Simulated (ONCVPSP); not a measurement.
## Transferability test, ONCV potential for Pb

* Element: lead (Pb)
* Generator: ONCVPSP 4.0.1
* Type: optimised norm-conserving Vanderbilt (ONCV)
* Functional: Wu-Cohen
* Relativity: fully relativistic
* Frozen core: [Kr] 4d10 4f14
* Valence charge: 22
* Reference configuration: 5s2 5p6 5d10 6s2 6p1.75 (charge +0.25)
* Partial waves: 5s+6s: rc 1.60 bohr, ncon 4, nbas 7, qcut 9.2 1/bohr, 3 projectors, debl 0.5 Ha; 5p+6p: rc 1.30 bohr, ncon 4, nbas 7, qcut 8.4 1/bohr, 3 projectors, debl 2.7 Ha; 5d: rc 1.15 bohr, ncon 4, nbas 7, qcut 8.3 1/bohr, 2 projectors, debl 2.8 Ha
* Local potential: polynomial inside 0.85 bohr (lpopt 5, dvloc0 4 Ha)
* Core correction: Teter function, fcfact 3.5, rcfact 1.45

Open shells are filled in proportion to 2j + 1.

In the s channel the program set the typed energies aside and used -5.346, -0.505, 0.250 Ha.

Energies are relative to the spin-unpolarised reference configuration 5s2 5p6 5d10 6s2 6p1.75; without spin polarisation the order of configurations can differ from experiment.

```json
{"valence configuration": "5s2 5p6 5d10 6s2 6p2", "charge": "0", "ΔE all-electron (eV)": "-1.087", "error AE − PS (meV)": "-0.1"}
{"valence configuration": "5s2 5p6 5d10 6s2 6p1", "charge": "+1", "ΔE all-electron (eV)": "5.628", "error AE − PS (meV)": "+0.3"}
{"valence configuration": "5s2 5p6 5d10 6s2 6p0", "charge": "+2", "ΔE all-electron (eV)": "19.238", "error AE − PS (meV)": "+0.7"}
```

Task: What are ΔE and the potential's error for 5s1 5p6 5d10 6s2 6p2?

Result: ΔE = 150.542 eV all-electron; the error (AE − PS) is -533 meV.

Levels in the configuration 5s1 5p6 5d10 6s2 6p2:

```csv
level,all-electron (eV),pseudo (eV)
5s j=1/2,-159.930,-161.018
5p j=3/2,-94.962,-95.242
5p j=1/2,-117.983,-118.502
5d j=5/2,-33.540,-33.518
5d j=3/2,-36.369,-36.369
6s j=1/2,-21.797,-21.856
6p j=3/2,-10.818,-10.824
6p j=1/2,-13.066,-13.084
```
